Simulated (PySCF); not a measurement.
**Partial charges of `Cn1cc([Si](C)(C)C)cn1`**

Compound: C₇H₁₄N₂Si.
Structure used (GFN2-xTB), in Å, numbered top down from 1:
```xyz
24
C7H14N2Si angstrom
C      3.9552    0.1002   -0.5306
N      2.5389   -0.0682   -0.6793
C      1.5672    0.2054    0.2108
C      0.3551   -0.1158   -0.3702
Si    -1.3799    0.0245    0.3339
C     -1.2965    0.7219    2.1073
C     -2.1854   -1.7059    0.3628
C     -2.4108    1.1948   -0.7669
C      0.7325   -0.5860   -1.6451
N      2.0365   -0.5515   -1.8138
H      4.3324    0.7817   -1.2956
H      4.1697    0.5053    0.4560
H      4.4597   -0.8606   -0.6488
H      1.7860    0.6027    1.1816
H     -0.8449    1.7091    2.1243
H     -2.2896    0.8090    2.5372
H     -0.7130    0.0793    2.7594
H     -1.6161   -2.3973    0.9773
H     -3.1951   -1.6662    0.7609
H     -2.2417   -2.1277   -0.6361
H     -1.9736    2.1883   -0.8061
H     -3.4263    1.2961   -0.3952
H     -2.4688    0.8232   -1.7854
H      0.0966   -0.9424   -2.4306
```

Density: PBE0/pcSseg-1 (PySCF); schemes: Mulliken, IAO, Hirshfeld and ESP-fitted. Isolated species at its GFN2-xTB geometry, gas phase. GFN2-xTB frequencies show an imaginary mode (61i cm⁻¹), so this geometry is no minimum at that level.

Task: At which atom do the 4 schemes differ most?

Result: At N2: from -0.453 (Mulliken) to +0.617 e (ESP-fitted), 1.070 e apart.

Task: Do the Mulliken, IAO, Hirshfeld and ESP-fitted schemes agree on where the charge is highest?

Result: All schemes agree: Mulliken Si5 (+1.007); IAO Si5 (+1.075); Hirshfeld Si5 (+0.406); ESP-fitted Si5 (+1.106).

Task: Do the Mulliken, IAO, Hirshfeld and ESP-fitted schemes agree on where the charge is lowest?

Result: All schemes pick atoms of one kind: Mulliken C6 (-0.631); IAO C6, C7 and C8 (-0.722); Hirshfeld C7 and C8 (-0.219); ESP-fitted C8 (-0.782).

Task: Give the atomic charges in each scheme.

Result: In e:

```csv
atom,environment,Mulliken,IAO,Hirshfeld,ESP-fitted
C1,N-methyl carbon,-0.016,-0.308,-0.053,-0.607
N2,pyrrole-type nitrogen,-0.453,+0.046,+0.043,+0.617
C3,aromatic CH next to a ring nitrogen,+0.264,-0.101,-0.025,-0.292
C4,substituted aromatic carbon,-0.597,-0.380,-0.152,-0.531
Si5,four-coordinate silicon,+1.007,+1.075,+0.406,+1.106
C6,Si-methyl carbon,-0.631,-0.722,-0.218,-0.718
C7,Si-methyl carbon,-0.609,-0.722,-0.219,-0.759
C8,Si-methyl carbon,-0.609,-0.722,-0.219,-0.782
C9,aromatic CH next to a ring nitrogen,+0.159,-0.067,-0.031,+0.242
N10,pyridine-type nitrogen,-0.242,-0.261,-0.156,-0.595
H11,methyl hydrogen,+0.132,+0.164,+0.056,+0.199
H12,methyl hydrogen,+0.112,+0.156,+0.059,+0.181
H13,methyl hydrogen,+0.132,+0.164,+0.056,+0.198
H14,aromatic hydrogen,+0.085,+0.159,+0.058,+0.186
H15,methyl hydrogen,+0.132,+0.150,+0.037,+0.158
H16,methyl hydrogen,+0.137,+0.153,+0.040,+0.149
H17,methyl hydrogen,+0.132,+0.150,+0.037,+0.158
H18,methyl hydrogen,+0.135,+0.154,+0.038,+0.163
H19,methyl hydrogen,+0.129,+0.149,+0.037,+0.163
H20,methyl hydrogen,+0.132,+0.151,+0.038,+0.160
H21,methyl hydrogen,+0.135,+0.154,+0.038,+0.170
H22,methyl hydrogen,+0.129,+0.149,+0.037,+0.169
H23,methyl hydrogen,+0.132,+0.151,+0.038,+0.165
H24,aromatic hydrogen,+0.077,+0.157,+0.054,+0.101
```

Mean size of the charges over all atoms: ESP-fitted 0.357 e, IAO 0.274 e, Mulliken 0.263 e, Hirshfeld 0.089 e. Each set sums to the total charge, 0, to within 0.001 e. The IAO scheme counts the electrons in orthogonalised intrinsic atomic orbitals, a minimal basis polarised so that it spans the occupied orbitals exactly. The Hirshfeld scheme weights the molecular density at each point by an atom's share of the summed free-atom densities.

Task: How closely do the schemes follow one another over all atoms?

Result: Correlation coefficient and root-mean-square difference: IAO with Hirshfeld 0.98, 0.251 e; IAO with ESP-fitted 0.93, 0.170 e; Hirshfeld with ESP-fitted 0.93, 0.334 e; Mulliken with IAO 0.90, 0.161 e; Mulliken with Hirshfeld 0.90, 0.250 e; Mulliken with ESP-fitted 0.76, 0.292 e.

Task: Sum the charges by element, for elements with more than one atom.

Result: 
```tsv
element	atoms	Mulliken	IAO	Hirshfeld	ESP-fitted
C	7	-2.038	-3.022	-0.918	-3.447
N	2	-0.696	-0.215	-0.112	+0.022
H	14	+1.727	+2.162	+0.624	+2.320
```

Task: How many electrons does the Mulliken scheme count on C6?

Result: Z − q = 6 − (-0.631) ≈ 6.632.
